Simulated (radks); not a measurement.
Fractional charge and spin in the 3d shell of germanium: the spin-up occupation runs from 4 to 5 and the spin-down occupation from 4 to 5; the fullest corner is Ge3+, [Ar] 4s(up 0.5, down 0.5) 3d(up 5, down 5). Method: non-relativistic Kohn-Sham, PBE, spin-polarised, spherical densities, point nucleus; computed with a radial shooting solver on a logarithmic mesh with Libxc functionals. Energy (eV) minus the two flat planes that join the four corners (they meet along the diagonal where the two added fractions sum to one electron); zero is where a piecewise linear energy would lie.

down \ up       4    4.25     4.5    4.75       5
4           0.000  -2.526  -3.346  -2.494   0.000
4.25       -2.526  -3.256  -2.317   0.260  -2.304
4.5        -3.346  -2.317   0.347  -2.133  -3.048
4.75       -2.494   0.260  -2.133  -2.964  -2.268
5           0.000  -2.304  -3.048  -2.268   0.000

Corners above the fullest one (they belong to Ge4+ and the next ion): (up 5, down 4) 75.743 eV, (up 4, down 5) 75.743 eV, (up 4, down 4) 178.47 eV. With half an added electron in each spin the energy lies 0.347 eV from the planes, and with half an added electron in spin up alone -3.346 eV. The planes are only a guide here: the flat-plane condition holds for ground states with one frontier orbital, while this shell lies below other occupied shells, so the corners above the fullest one are inner-hole states and not the ground states of those ions.
